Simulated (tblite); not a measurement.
Compound: H5P3Si.
Atom-mapped SMILES: `[SiH3:1][p:2]1[pH:3][pH:4]1` (hydrogens: H5, H6, H7 on Si1; H8 on P3; H9 on P4)

Computed with GFN2-xTB (tblite), gas phase: L-BFGS steps from a force-field or distance-geometry start until the largest atomic force falls under 0.01 eV/Å.

Step 61: E = -322.5124 eV
```
atom  x, y, z in Å  |  force x, y, z in eV/Å
Si1    -1.5591   -0.1230    0.0673    0.008   0.056   0.016
P2      0.3440    0.6502    1.0199   -0.026  -0.022   0.009
P3      1.9280   -0.7594    0.4796   -0.005  -0.021   0.028
P4      1.4976    0.9282   -0.7923    0.036   0.057  -0.047
H5     -1.3236   -1.3176   -0.7518   -0.010  -0.022  -0.005
H6     -2.0762    0.9580   -0.7751    0.001  -0.028   0.032
H7     -2.4338   -0.4168    1.2021    0.011  -0.013  -0.032
H8      1.1755   -1.6605   -0.2849   -0.015  -0.007   0.011
H9      2.4612    1.7467   -0.1901    0.001  -0.001  -0.011
```

Step 62: E = -322.5129 eV
```
atom  x, y, z in Å  |  force x, y, z in eV/Å
Si1    -1.5584   -0.1239    0.0650    0.008   0.067   0.019
P2      0.3426    0.6575    1.0145   -0.022  -0.018   0.012
P3      1.9226   -0.7579    0.4792   -0.006  -0.021   0.029
P4      1.5043    0.9330   -0.7934    0.031   0.037  -0.048
H5     -1.3226   -1.3192   -0.7522   -0.007  -0.025  -0.014
H6     -2.0861    0.9543   -0.7742    0.004  -0.028   0.029
H7     -2.4254   -0.4233    1.2036    0.001  -0.013  -0.023
H8      1.1643   -1.6566   -0.2822   -0.006  -0.007   0.004
H9      2.4721    1.7420   -0.1855   -0.002   0.006  -0.009
```

**Question.** Estimate the geometry and energy of step 63. (The exact step hangs on the optimiser's Hessian estimate; all steps are aligned on step 62, rigid shifts and turns removed.)

**Answer.** E = -322.5133 eV, largest force 0.050 eV/Å
```
atom  x, y, z in Å  |  force x, y, z in eV/Å
Si1    -1.5580   -0.1234    0.0637    0.007   0.047   0.014
P2      0.3421    0.6619    1.0096   -0.009  -0.005   0.008
P3      1.9196   -0.7572    0.4792   -0.008  -0.010   0.020
P4      1.5109    0.9367   -0.7955    0.017   0.006  -0.025
H5     -1.3233   -1.3203   -0.7519   -0.003  -0.019  -0.017
H6     -2.0950    0.9512   -0.7722    0.004  -0.014   0.017
H7     -2.4207   -0.4278    1.2033   -0.007  -0.013  -0.008
H8      1.1578   -1.6548   -0.2798    0.000  -0.004  -0.002
H9      2.4799    1.7396   -0.1815   -0.002   0.012  -0.007
```

The energy changes by -0.0003 eV. The first-order estimate −F·Δx gives -0.0005 eV and the mean of the old and new forces, exact on a quadratic surface, -0.0003 eV. The step makes an angle of 78° with the force vector and moves no atom by more than 0.010 Å.

The cost below is that of the whole relaxation. The run took 0.48 s wall on one thread, Arm Neoverse V2 (aarch64), no GPU, shared host.
